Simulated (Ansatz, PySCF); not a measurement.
This PySCF input computes a CCSD(T)/cc-pVDZ energy:

```python
from pyscf import gto, scf, mp, cc as ccmod

mol = gto.M(
    atom='''
    B     0.14352207    0.35294495   -0.14569784
    O     1.15747275    0.08605064    0.58470515
    O    -1.04401671   -0.47507515   -0.27401336
    H     0.01048392    1.37478254   -0.87062558
    H    -1.63574263   -0.02731119   -0.88641955
    ''',
    basis='cc-pvdz',
    charge=-1,
    spin=0,
    verbose=4,
)

mf = scf.RHF(mol)
mf.conv_tol = 1e-10
mf.max_cycle = 100
mf.kernel()
mp2 = mp.MP2(mf, frozen=3).run()
cc = ccmod.CCSD(mf, frozen=3)
cc.max_cycle = 100
cc.kernel()
et = cc.ccsd_t()
print(f'E(CCSD(T)) = {cc.e_tot + et:.9f}')
```

**Question.** Write an input for the same energy in Ansatz (a quantum-chemistry and plane-wave program) and say what it gives.

**Answer.** 
Ansatz 0.2 input:
```yaml
crystal:
  periodic: [false, false, false]
  atoms:
    - {symbol: B, position_ang: [0.14352207, 0.35294495, -0.14569784]}
    - {symbol: O, position_ang: [1.15747275, 0.08605064, 0.58470515]}
    - {symbol: O, position_ang: [-1.04401671, -0.47507515, -0.27401336]}
    - {symbol: H, position_ang: [0.01048392, 1.37478254, -0.87062558]}
    - {symbol: H, position_ang: [-1.63574263, -0.02731119, -0.88641955]}
basis:
  gaussian:
    orbitals: cc-pVDZ
total_charge: -1
magnetization: {spin_polarized: false}
correlation: {method: ccsd_t, electrons: outside_noble_gas}
```
It gives -176.15678 Eh, and PySCF -176.15678 Eh, a difference of 0.00 mEh.

It need not be the lowest isomer of its formula. Whether it binds its extra electron was not tested at this geometry.
